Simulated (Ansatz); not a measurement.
Harmonic frequencies (cm⁻¹) at PBE0-D4/def2-TZVP from Ansatz: 213, 219, 279, 331, 359, 567, 667, 743, 868, 941, 967, 1172, 1310, 1376, 1436, 1454, 3064, 3156, 3173, 3178, 3285.

Question: Which molecule is it?
A. `[CH3][In][N]=C=O`•
B. `[SiH2][GeH2][SiH3]`•
C. `[CH2]S(C)=O`•
D. `C[O][Ga][Br]`•

Answer: C.
